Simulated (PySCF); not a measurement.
# Fractional electron number in Tc⁻ (technetium, charge -1)

The 4d beta orbital of [Kr] 4d6 5s2 is emptied in steps (occupation f), with all orbitals relaxed, ending at [Kr] 4d5 5s2. All numbers are calculated (PySCF 2.14, scalar relativity through the core potential, in def2-TZVPPD with the def2 core potential (28 electrons) (6s4p3d2f1g, 56 functions)). The exact energy is a straight line in f; departures are measured from the line between the end points of the same method.

```tsv
f	B3LYP (eV)
1	0.000
0.8	-0.418
0.6	-0.634
0.4	-0.641
0.2	-0.432
0	0.000
```

**Question.** For B3LYP, how does the orbital energy at f = 1 compare with the removal energy?

**Answer.** −ε = -2.125 eV against a total-energy difference of 0.465 eV. By Janak's theorem ε = ∂E/∂f, so the gap between them reflects the curvature. Along the path −ε is -1.125 (f = 0.8), -0.097 (f = 0.6), 0.964 (f = 0.4), 2.060 (f = 0.2) eV.

At f = 1 the orbital energy is positive for B3LYP: only the finite basis holds the electron.
